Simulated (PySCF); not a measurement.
This PySCF input asks for the NMR shieldings of SMILES NB1COC=CO1, C3H6BNO2; the geometry comes from GFN2-xTB.

```python
import basis_set_exchange as bse
import numpy as np
from pyscf import gto, dft
from pyscf.prop import nmr

atoms = """
N    -2.026714   -0.784094   -0.465982
B    -0.720918   -0.366093   -0.219163
C    -0.397300    1.136104    0.254042
O     0.950164    1.328295    0.716878
C     1.841662    0.345855    0.433515
C     1.565478   -0.841803   -0.092722
O     0.291996   -1.256294   -0.411393
H    -2.234890   -1.716772   -0.775600
H    -2.834862   -0.198617   -0.368785
H    -0.559893    1.843618   -0.572086
H    -1.044397    1.459544    1.075995
H     2.845157    0.632834    0.704043
H     2.320130   -1.582090   -0.296470
"""
names = dict.fromkeys(["N", "B", "C", "O", "H"], "pcSseg-1")
basis = {el: gto.basis.parse(bse.get_basis(n, elements=[el], fmt="nwchem")) for el, n in names.items()}
mol = gto.M(atom=atoms, basis=basis, charge=0, verbose=0)
mf = dft.RKS(mol, xc="PBE0")
mf.grids.level = 2
mf.grids.alignment = dft.numint.BLKSIZE   # the property module wants whole blocks of grid points
mf.conv_tol = 1e-9
mf.kernel()

calc = nmr.RKS(mf)   # GIAO
C = mf.mo_coeff
Co = C[:, mf.mo_occ > 0]
resp = mf.gen_response(singlet=True, hermi=2)
def vind(x):   # induced exchange potential for any number of trial vectors
    d = np.einsum("pi,xij,qj->xpq", C, 2 * x.reshape(-1, C.shape[1], Co.shape[1]), Co, optimize=True)
    return np.einsum("xpq,pi,qj->xij", resp(d - d.transpose(0, 2, 1)), C, Co, optimize=True).ravel()
mo1, _ = nmr.rhf.solve_mo1(calc, with_cphf=vind)
sigma = calc.kernel(mo1)
for i, s in enumerate(sigma):   # ppm
    w = np.linalg.eigvalsh((s + s.T) / 2)
    print("%2d %-2s iso %8.1f  s11 %8.1f  s22 %8.1f  s33 %8.1f" % (i, mol.atom_pure_symbol(i), w.mean(), *w))
```

Q: What does it print?

A: 
```
 0 N  iso    195.3  s11    132.4  s22    210.3  s33    243.2
 1 B  iso     73.5  s11     47.2  s22     68.7  s33    104.5
 2 C  iso    129.5  s11    100.8  s22    104.5  s33    183.0
 3 O  iso    262.4  s11    166.0  s22    265.1  s33    356.2
 4 C  iso     49.8  s11    -42.3  s22     79.0  s33    112.7
 5 C  iso     60.2  s11    -24.6  s22     92.6  s33    112.6
 6 O  iso    190.3  s11     19.7  s22    170.7  s33    380.4
 7 H  iso     28.7  s11     23.1  s22     25.4  s33     37.7
 8 H  iso     29.3  s11     23.8  s22     27.1  s33     36.9
 9 H  iso     27.6  s11     23.1  s22     27.3  s33     32.2
10 H  iso     27.6  s11     23.4  s22     27.6  s33     32.0
11 H  iso     25.8  s11     23.4  s22     26.0  s33     28.1
12 H  iso     25.8  s11     23.3  s22     26.2  s33     27.8
```

These numbers come from an equivalent density-fitted implementation of the same equations, which agrees with the script to about 0.01 ppm for H and up to a few tenths of a ppm for heavy atoms, so last digits may differ.

Size and cost of the density-fitted run: 149 basis functions, 30 s wall time on 1 thread of an Arm Neoverse N1, shared host; peak memory 0.7 GiB.
